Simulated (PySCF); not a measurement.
CH₇ClN₂Si, SMILES NC[Si@H](Cl)N. Coordinates come from a PBE-D3(BJ)/def2-SVP optimisation. The structure was generated by enumeration; whether it is a known compound was not checked. Other conformers were not sampled.

Method: PBE-D3(BJ)/def2-SVP in PySCF.

Harmonic wavenumbers (cm⁻¹): 94, 116, 191, 222, 258, 309, 339, 475, 522, 618, 674, 775, 797, 847, 864, 897, 1047, 1072, 1214, 1324, 1373, 1499, 1592, 2176, 2962, 3027, 3393, 3472, 3474, 3567. Rotational constants (GHz): 4.953, 1.753, 1.400; symmetry number 1.

**Question.** Work out the zero-point energy and the ideal-gas rigid-rotor harmonic-oscillator thermochemistry at 298.15 K and 1 atm.

**Answer.** ZPE = ½ Σ hcν = ½ × 39191 cm⁻¹ = 56.03 kcal/mol. H − E(el) = 61.52 kcal/mol. Entropy in cal/(mol K): translation 40.02, rotation 27.67, vibration 18.41, total 86.10. G − E(el) = 35.85 kcal/mol. Cp = 29.08 cal/(mol K). Modes under 150 cm⁻¹ make the vibrational entropy uncertain.
